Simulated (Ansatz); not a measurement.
`CN(C)P` + `O[AsH2]` → `PO[AsH2]` + dimethylamine at 500 K and 1 bar (ligand exchange at a P–N bond).

Isolated molecules relaxed with PBE0-D4/def2-TZVP in Ansatz; ΔE leaves out vibrations. CCSD(T)/CBS is the MP2 limit (def2-TZVPP, def2-QZVPP) plus CCSD(T) − MP2 in def2-TZVPP, frozen cores. For As outer-core shells are correlated without core-valence functions, which leaves a few kJ/mol of doubt a bond. Scalar relativity is left out up to krypton. Each species was taken in one conformer, which may not be the lowest.

| species | CCSD(T)/CBS energy (Eh) | H − E (kJ/mol) | S (J/(mol·K)) |
| --- | --- | --- | --- |
| `CN(C)P` | -476.53702 | 304.9 | 374.4 |
| `O[AsH2]` | -2311.97217 | 101.4 | 296.8 |
| `PO[AsH2]` | -2653.50583 | 133.7 | 376.6 |
| `CNC` | -135.00321 | 273.8 | 313.8 |

H − E and S are ideal-gas, rigid-rotor, harmonic terms from PBE0-D4/def2-TZVP, for one conformer and one mirror image of each species. 1 Eh = 2625.50 kJ/mol, R = 8.31446 J/(mol·K).

Question: By hand: ΔE, ΔH, ΔS and ΔG.

Answer: ΔE = (-2653.50583) + (-135.00321) − (-476.53702) − (-2311.97217) = 0.00015 Eh = 0.4 kJ/mol. Δ(H − E) = 133.7 + 273.8 − 304.9 − 101.4 = 1.2, so ΔH = 1.6 kJ/mol. ΔS = 376.6 + 313.8 − 374.4 − 296.8 = 19.2 J/(mol·K). ΔG = 1.6 − 500 × (19.2)/1000 = -8.0 kJ/mol.

Question: By hand: the equilibrium constant, and the temperature at which ΔG would vanish if ΔH and ΔS stayed fixed.

Answer: log₁₀ K = −ΔG/(RT ln 10) = 0.8. ΔG = 0 at ΔH/ΔS = 83 K, though so small a ΔH makes that figure unsure.

TΔS isn't small against ΔH here. A doubt of 5 kJ/mol in ΔE shifts log₁₀ K by 0.5 here. Other conformers and mirror images would add mixing entropy, several J/(mol·K) or more a flexible species. Modes under 60 cm⁻¹, often nearly free rotors, make the harmonic entropy too high. These are equilibria of isolated gas molecules and say nothing of rates. Largest T1 diagnostic: 0.013 (customary marks: 0.02 for closed shells, 0.045 for open ones).
